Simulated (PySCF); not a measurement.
# Magnetic susceptibility: `C=N[Si@H]1C[C@H](C=O)C1`, C5H9NOSi

Molfile (atoms numbered from 1):
```
C5H9NOSi
     RDKit          3D

 17 17  0  0  0  0  0  0  0  0999 V2000
    3.3429   -0.4951   -0.2507 C   0  0  0  0  0  0  0  0  0  0  0  0
    2.1367   -0.6145    0.0495 N   0  0  0  0  0  0  0  0  0  0  0  0
    0.7363    0.3226   -0.2921 Si  0  0  1  0  0  4  0  0  0  0  0  0
   -0.7212   -0.8300   -0.7048 C   0  0  0  0  0  0  0  0  0  0  0  0
   -1.5030   -0.2884    0.5008 C   0  0  2  0  0  0  0  0  0  0  0  0
   -2.4077    0.8336    0.1231 C   0  0  0  0  0  0  0  0  0  0  0  0
   -2.2956    1.5116   -0.8617 O   0  0  0  0  0  0  0  0  0  0  0  0
   -0.3419    0.3785    1.2842 C   0  0  0  0  0  0  0  0  0  0  0  0
    3.7577    0.3208   -0.8468 H   0  0  0  0  0  0  0  0  0  0  0  0
    4.0518   -1.2428    0.0937 H   0  0  0  0  0  0  0  0  0  0  0  0
    0.8200    1.5752   -1.0394 H   0  0  0  0  0  0  0  0  0  0  0  0
   -1.2420   -0.6783   -1.6455 H   0  0  0  0  0  0  0  0  0  0  0  0
   -0.5031   -1.8886   -0.5949 H   0  0  0  0  0  0  0  0  0  0  0  0
   -2.0482   -1.0367    1.0795 H   0  0  0  0  0  0  0  0  0  0  0  0
   -3.1907    1.0576    0.8780 H   0  0  0  0  0  0  0  0  0  0  0  0
    0.0005   -0.2613    2.0926 H   0  0  0  0  0  0  0  0  0  0  0  0
   -0.5996    1.3479    1.7044 H   0  0  0  0  0  0  0  0  0  0  0  0
  1  2  2  0
  2  3  1  0
  3  4  1  0
  4  5  1  0
  5  6  1  0
  6  7  2  0
  5  8  1  0
  8  3  1  0
  1  9  1  0
  1 10  1  0
  3 11  1  6
  4 12  1  0
  4 13  1  0
  5 14  1  1
  6 15  1  0
  8 16  1  0
  8 17  1  0
M  END
```

Theory: PySCF 2.14.0, GIAO PBE0/pcSseg-1 magnetisability, rotational g tensor and spin-rotation constants, non-relativistic, gas phase. Geometry: GFN2-xTB.

What are the magnetisability and the molar susceptibility?

Isotropic -1019 × 10⁻³⁰ J/T², or -61.4 × 10⁻⁶ cm³/mol; principal values -1284, -945, -828 × 10⁻³⁰ J/T², anisotropy 410 × 10⁻³⁰ J/T² (root of half the summed squared differences of the principal values). The susceptibility is in cgs units.

Split it along the inertial axes a, b, c into diamagnetic and paramagnetic parts about the centre of mass, with the quadrupole moment.


```
axis  χ (10⁻⁶ cm³/mol)  diamagnetic (10⁻⁶ cm³/mol)  paramagnetic (10⁻⁶ cm³/mol)  summed x² of all electrons (Å²)  quadrupole Θ (D Å)
   a             -56.6                      -386.7                        330.1                            272.0               +5.59
   b             -52.7                     -1327.2                       1274.5                             50.3               -4.58
   c             -74.7                     -1367.2                       1292.4                             40.9               -1.01
```
Anisotropies 2χaa − χbb − χcc = +14.4 and 2χbb − χaa − χcc = +25.8 × 10⁻⁶ cm³/mol. Θ is traceless in Buckingham's convention.

And the rotational g tensor?


```
axis  rotational constant (GHz)        g  nuclear part  electronic part
   a                     4.6838  -0.0944        0.6320          -0.7264
   b                     0.9688  -0.0185        0.5615          -0.5800
   c                     0.9388  -0.0092        0.5609          -0.5700
```
Asymmetric top; isotopes 12C, 1H, 14N, 16O, 28Si; no vibrational averaging.
